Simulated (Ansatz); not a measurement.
Consider the isomerisation: `CB[SiH2][SiH2]F` → `F[SiH2]BC[SiH3]`.

Isolated molecules relaxed with PBE0-D4/def2-TZVP in Ansatz; ΔE leaves out vibrations. CCSD(T)/CBS is the MP2 limit (def2-TZVPP, def2-QZVPP) plus CCSD(T) − MP2 in def2-TZVPP, frozen cores. Functionals use def2-TZVPP. B3LYP here is the variant with VWN-RPA as its local correlation; programs differ in this. Each species was taken in one conformer, which may not be the lowest.

Is it downhill or uphill in electronic energy at CCSD(T)/CBS, and by how much? (An estimate is asked.)

The calculation gave: Downhill: ΔE = -11.9 kJ/mol.

What do these levels give: PBE0-D4, B2PLYP, PBE, B3LYP, CCSD(T)/def2-TZVPP, HF/CBS(def2)? (Estimate.)

Ansatz gave: PBE0-D4 -2.4, B2PLYP -10.9, PBE 2.8, B3LYP -5.9, CCSD(T)/def2-TZVPP -12.7, HF/CBS(def2) -14.8 kJ/mol.

Largest T1 diagnostic among the species: 0.013.

From PBE to PBE0 (25 % exact exchange), in def2-TZVPP and without D4, ΔE moves by −4.2 kJ/mol.
